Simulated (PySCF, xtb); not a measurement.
Mo(O)(NH)(Cl)(Br) (BrClHMoNO), SMILES [NH]=[Mo](=[O])([Cl])[Br], multiplicity 1.

Harmonic wavenumbers (cm⁻¹) from xtb with GFN2-xTB at its own minimum, in rising order: 95, 148, 166, 184, 237, 286, 351, 626, 699, 918, 1010, 3430.

### Question
What does PBE-D3(BJ)/def2-SVP in PySCF give at its own minimum? (The exact figures need the calculation; the answer reports its results.)

### Answer
92, 157, 195, 200, 275, 331, 410, 516, 626, 963, 1008, 3478. Paired by order, the mean absolute difference is 40 cm⁻¹ and the zero-point energies are 11.7 and 11.8 kcal/mol.
